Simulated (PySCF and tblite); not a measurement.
The numbers below are computed, except where a source is named.
C4H6F4, numbered as in [F:1][CH2:2][CH2:3][CH2:4][C:5]([F:6])([F:7])[F:8].

Conformers came from 90 starts (ETKDG and KDG, MMFF94s, GFN2-xTB); geometries are GFN2-xTB. Energies: PBE0-D3(BJ)/pcSseg-1, with GFN2-xTB thermal terms (plain harmonic). Symmetry numbers and mirror images are counted. Conformers within 1.5 kcal/mol (GFN2-xTB free energy) were kept, 5 at most. GIAO shieldings: PBE0/pcSseg-1. Shifts are against TMS (¹H), TMS (¹³C), CFCl3 (¹⁹F) at the same level. Codes: tblite and PySCF.

Torsions listed: F1–C2–C3–C4, C2–C3–C4–C5. Of a mirror pair one member is shown.

| conformer | shape | symmetry | E(GFN2) kcal/mol | E(DFT) kcal/mol |
| --- | --- | --- | --- | --- |
| 1 | -62°, 180° | C1 (pair) | 0.00 | 0.00 |
| 2 | 64°, 82° | C1 (pair) | 0.47 | 0.40 |
| 3 | -168°, -65° | C1 (pair) | 1.05 | 1.55 |
| 4 | 180°, 180° | Cs | 1.01 | 1.33 |

Question: How much do the weights at 298.15 K and the averaged shift of C4 depend on how the conformers are weighted?

Answer: 
```
                                                              weighting  1 (%)  2 (%)  3 (%)  4 (%)  δ (ppm)  rms dipole (D)
DFT energy with thermal terms, symmetry and mirror images (full scheme)     66     25      5      5     34.8            2.23
                             DFT energy with symmetry and mirror images     61     31      4      3     34.6            2.21
                                                        bare DFT energy     59     30      4      6     34.5            2.21
                        GFN2-xTB energy with symmetry and mirror images     58     26     10      5     34.6            2.20
                                                   GFN2-xTB free energy     61     21     11      7     34.8            2.21
                                                leading conformer alone    100      0      0      0     36.0            2.35
                                                          equal weights     25     25     25     25     34.0            2.09
                         full scheme, search stopped after three starts      0      0     52     48     34.0            2.01
```

The largest departure from the full scheme, 1.2 ppm, comes with: leading conformer alone.


Conformer gaps in pcSseg-1 on xTB geometries can be 2 kcal/mol off for S=O, P=O and other polar bonds.